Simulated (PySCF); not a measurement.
# C$_{3}$H$_{9}$FO$_{2}$Si$_{2}$: full NMR table

* Formula: C3H9FO2Si2
* SMILES: F/C=C\O[SiH2]CO[SiH3]
* InChI: InChI=1S/C3H9FO2Si2/c4-1-2-6-8-3-5-7/h1-2H,3,8H2,7H3/b2-1-
* Point group of the computed structure: C1
* Degrees of unsaturation: 1
* Carbon signals: 3
* Proton signals: 5

Mapped SMILES: `[F:1]/[CH:2]=[CH:3]\[O:4][SiH2:5][CH2:6][O:7][SiH3:8]` (H(Xn): hydrogen on atom n).

- geometry: GFN2-xTB
- GIAO PBE0/pcSseg-1 shieldings
- program: PySCF 2.14.0 with density-fitted response routines
- one averaged value for each set of equivalent atoms, non-relativistic Hamiltonian, gas phase, single conformer

Chemical shifts δ = σref − σ; $^{1}$H (31.72 ppm) and $^{13}$C (186.93 ppm) and $^{29}$Si (349.16 ppm) vs TMS; $^{19}$F (170.95 ppm) against CFCl3; H2O for $^{17}$O (336.08 ppm), all at this level.

| carbon | δC, type | δH (multiplicity) | HMBC from (2–3 bonds) | span of the C tensor (ppm) |
| --- | --- | --- | --- | --- |
| C2 | 144.4, CH | 6.63 (m) | H(C3) | 122 |
| C3 | 134.3, CH | 5.84 (m) | H(C2), H(Si5) | 147 |
| C6 | 56.9, CH2 | 4.08 (t) | H(Si5), H(Si8) | 94 |

Other nuclei:
| atoms | nucleus | environment | δ (ppm) | σ (ppm) |
| --- | --- | --- | --- | --- |
| H(Si5) | $^{1}$H | hydrogen on a silicon bonded to C, O | 5.44 | 26.28 |
| H(Si8) | $^{1}$H | hydrogen on a silicon bonded to O | 4.88 | 26.83 |
| F1 | $^{19}$F | vinylic fluorine | -188.0 | 359.0 |
| Si5 | $^{29}$Si | silicon bonded to C, O, 2 H | -18.3 | 367.5 |
| Si8 | $^{29}$Si | silicon bonded to O, 3 H | -37.6 | 386.7 |
| O4 | $^{17}$O | oxygen bonded to C, Si | 74.3 | 261.8 |
| O7 | $^{17}$O | oxygen bonded to C, Si | -22.0 | 358.1 |

1. Carbon types of the structure: 2 × CH, 1 × CH2, leaving 5 H on heteroatoms.
2. δC 144.4: β carbon of an enol-ether or enamine type C=C.
3. δC 134.3: alkene carbon bearing oxygen; as expected for a trigonal carbon in a double bond.
4. δC 56.9: sp3 CH2 bonded to O and Si; pulled downfield by the heteroatom.
5. δH 6.63: hydrogen on a β carbon of an enol-ether or enamine type C=C; a vinylic proton, deshielded by the sp2 carbon and the C=C anisotropy.
6. δH 5.84: hydrogen on an alkene carbon bearing oxygen; a vinylic proton, deshielded by the sp2 carbon and the C=C anisotropy.

Splittings by $^{19}$F in the carbon and heteronuclear signals aren't shown, as no couplings were computed. Shifts are as computed. Against solution values, carbons near 30 ppm lie about +3 ppm off and those near 130 ppm about +5 ppm. Of 1211 compounds with measured shifts, 218 miss one by over three times the rms of a fit or turn the order of signals round; such compounds aren't used in these exercises. Unscaled 19F shifts against computed CFCl3 carry errors that often reach 10 to 50 ppm. Experimental scales use liquid or dissolved standards, which lie at an offset from isolated H2O (liquid H2O: subtract about 36 ppm). No couplings were computed; multiplicities are counted from neighbouring protons, with m where these are inequivalent, close in shift, in a saturated or five-membered ring or joined by F or P, and br s for small geminal =CH2 splittings.
